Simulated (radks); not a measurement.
Species: Cl4+. Configuration: [Ne] 3s2 3p1 (the NIST ground configuration). Calculated with a radial shooting solver on a logarithmic mesh with Libxc functionals: Dirac Kohn-Sham, LDA (Slater exchange, Perdew-Zunger correlation), spin-unpolarised, spherical densities, finite nucleus; open shells are shared between the two j in proportion to 2j + 1; Fermi nuclear charge, rms radius 3.3654 fm.

Normalised radial functions P(r) = r R(r) (large component), r in bohr:

r          2p1/2   3d5/2
0.004781  0.0040  0.0000
0.006853  0.0078  0.0000
0.009822  0.0152  0.0000
0.01397   0.0290  0.0001
0.02002   0.0557  0.0002
0.02869   0.1051  0.0004
0.04113   0.1932  0.0012
0.05895   0.3413  0.0032
0.08449   0.5701  0.0084
0.1211    0.8810  0.0207
0.1722    1.2177  0.0474
0.2468    1.4744  0.1027
0.3538    1.4821  0.2032
0.5071    1.1678  0.3617
0.7268    0.6661  0.5656
1.042     0.2455  0.7486
1.493     0.0493  0.7844
2.123     0.0045  0.5900
3.043     0.0001  0.2710
4.362     0.0000  0.0622

2p1/2: eigenvalue -256.71 eV, 0 radial nodes, <r> = 0.404 bohr, 90 % of the charge inside 0.671 bohr. 3d5/2 (empty): eigenvalue -39.702 eV, 0 radial nodes, <r> = 1.61 bohr, 90 % of the charge inside 2.52 bohr.
